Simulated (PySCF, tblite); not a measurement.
Isomers of CH8N2OSi2, one GFN2-xTB conformer each. Single-point energies are computed at PBE0/pcSseg-1 (PySCF, gas phase, no added dispersion term), electronic only.

```json
{"SMILES": "O[Si@H]1CN[SiH2]N1", "GFN2-xTB relative energy (kJ/mol)": "0.0"}
{"SMILES": "N[SiH2][SiH2]NC=O", "GFN2-xTB relative energy (kJ/mol)": "189.9"}
{"SMILES": "CO[SiH]1N[SiH2]N1", "GFN2-xTB relative energy (kJ/mol)": "7.9"}
```

Conformers: `[OH:1][Si@H:2]1[CH2:3][NH:4][SiH2:5][NH:6]1` with H–O1–Si2–C3 -59°, O1–Si2–C3–N4 122°, Si2–C3–N4–Si5 7°, C3–N4–Si5–N6 -12°, N4–Si5–N6–Si2 12°; `[NH2:1][SiH2:2][SiH2:3][NH:4][CH:5]=[O:6]` with H–N1–Si2–Si3 171° and -53°, N1–Si2–Si3–N4 -173°, Si2–Si3–N4–C5 0°, Si3–N4–C5–O6 -1°; `[CH3:1][O:2][SiH:3]1[NH:4][SiH2:5][NH:6]1` with C1–O2–Si3–N4 48°, O2–Si3–N4–Si5 -126°, Si3–N4–Si5–N6 7°, N4–Si5–N6–Si3 -7°, O2–Si3–N6–Si5 125°.

What does PBE0/pcSseg-1 give for the same structures?

| SMILES | PBE0/pcSseg-1 E (Eh) | PBE0/pcSseg-1 (kJ/mol) | GFN2-xTB (kJ/mol) | point group |
| --- | --- | --- | --- | --- |
| CO[SiH]1N[SiH2]N1 | -806.20391 | 0.0 | 7.9 | – |
| O[Si@H]1CN[SiH2]N1 | -806.20343 | 1.3 | 0.0 | C1 |
| N[SiH2][SiH2]NC=O | -806.13686 | 176.1 | 189.9 | – |

GFN2-xTB puts O[Si@H]1CN[SiH2]N1 lowest instead; measured from each level's own lowest isomer, the values differ by up to 13.8 kJ/mol (N[SiH2][SiH2]NC=O: 189.9 against 176.1). As drawn, the lowest has a four-membered ring and an Si–O bond, which the highest lacks; the highest has a C=O bond, a C(=O)–N unit and an Si–Si bond, which the lowest lacks. Neighbours under 10 kJ/mol apart (CO[SiH]1N[SiH2]N1 and O[Si@H]1CN[SiH2]N1) can change places with a better method, another conformer or zero-point energy.

Which frontier levels, dipoles and rotational constants go with these structures?

```tsv
SMILES	HOMO (eV, PBE0/pcSseg-1)	LUMO (eV)	dipole (D)	A, B, C (MHz)
CO[SiH]1N[SiH2]N1	-6.95	0.23	1.05	5071, 1519, 1502
O[Si@H]1CN[SiH2]N1	-6.52	0.67	1.24	4478, 1792, 1427
N[SiH2][SiH2]NC=O	-6.93	-0.28	2.70	3970, 1576, 1161
```

What happens when harmonic zero-point energies from GFN2-xTB frequencies are added?

| SMILES | ZPE (kJ/mol) | electronic (kJ/mol) | with ZPE (kJ/mol) |
| --- | --- | --- | --- |
| CO[SiH]1N[SiH2]N1 | 254.6 | 0.0 | 0.0 |
| O[Si@H]1CN[SiH2]N1 | 255.2 | 1.3 | 1.8 |
| N[SiH2][SiH2]NC=O | 246.0 | 176.1 | 167.4 |

The zero-point energies span 9.2 kJ/mol. The order is unchanged.
